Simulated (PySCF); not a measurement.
Question: Write Cartesian coordinates for `C=NC1=CC=C(C=O)C=C1` as optimised with PBE0-D3(BJ)/def2-SVP.

Answer: 
```xyz
17
C8H7NO angstrom
C     -3.019   -0.819    0.046
N     -2.040   -0.834    0.848
C     -0.745   -0.593    0.391
C     -0.219   -1.244   -0.741
C      1.083   -0.992   -1.146
C      1.880   -0.085   -0.436
C      3.263    0.183   -0.876
O      3.791   -0.334   -1.829
C      1.359    0.554    0.695
C      0.065    0.291    1.119
H     -2.923   -0.569   -1.028
H     -4.024   -1.055    0.422
H     -0.837   -1.967   -1.277
H      1.515   -1.489   -2.018
H      3.815    0.926   -0.243
H      1.987    1.256    1.253
H     -0.350    0.766    2.010
```

Orientation and origin are arbitrary. Atoms count from 1 in this order. The C–N distances run from 1.265 Å (C1=N2, drawn double) to 1.394 Å (N2–C3, drawn single), a spread of 0.129 Å. The 6-membered ring C3–C4–C5–C6–C9–C10 has internal angles of 119.5° to 120.5° (sum 720°, against 720° for a flat polygon); it is planar, 0.01 Å rms from its mean plane, widest ring torsion 2°. Of the pairs four or more bonds apart, O8···H14 is among the closest relative to their van der Waals radii: 2.56 Å, 94 % of the sum of Bondi's values. The C–C distances run from 1.386 Å (C4–C5, aromatic) to 1.476 Å (C6–C7, drawn single), a spread of 0.090 Å.

Bonds between heavy atoms (Å): C1=N2 1.265, N2–C3 1.394, C3–C4 1.407, C4–C5 1.386, C5–C6 1.401, C6–C7 1.476, C7=O8 1.206, C6–C9 1.400, C9–C10 1.387, C3–C10 1.403.

The calculation used PBE0-D3(BJ)/def2-SVP geometry optimisation, gas phase in PySCF.

Point group: C1 (no symmetry element, even within 0.4 Å). No frequency check. The numbers are those of one conformer (C1–N2–C3–C4 -48°, C5–C6–C7–O8 0°).
